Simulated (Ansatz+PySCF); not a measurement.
A calculation with Ansatz (development build ahead of 0.2.0).

```yaml
crystal:
  periodic: [false, false, false]
  atoms:
    - { symbol: V, position_ang: [0.0, 0.0, 0.0] }
    - { symbol: "N", position_ang: [0.0, 0.0, 1.62864] }
basis:
  gaussian: { orbitals: def2-SVP }
magnetization:
  spin_polarized: true
  initial_magnetization: 2
hamiltonian:
  xc: pbe0
```

The input is written out in the form of the current development build from the run's settings.

The run gave:

* Converged: yes
* Total energy: -998.19923 hartree
* Spin squared of the determinant: 2.358
* Stability test: minimum
* Occupied orbitals by symmetry in an Abelian subgroup (alpha; beta): 9 A1 1 A2 3 B1 3 B2; 8 A1 3 B1 3 B2

Caution: another spin multiplicity may lie lower; the unrestricted determinant is spin contaminated.
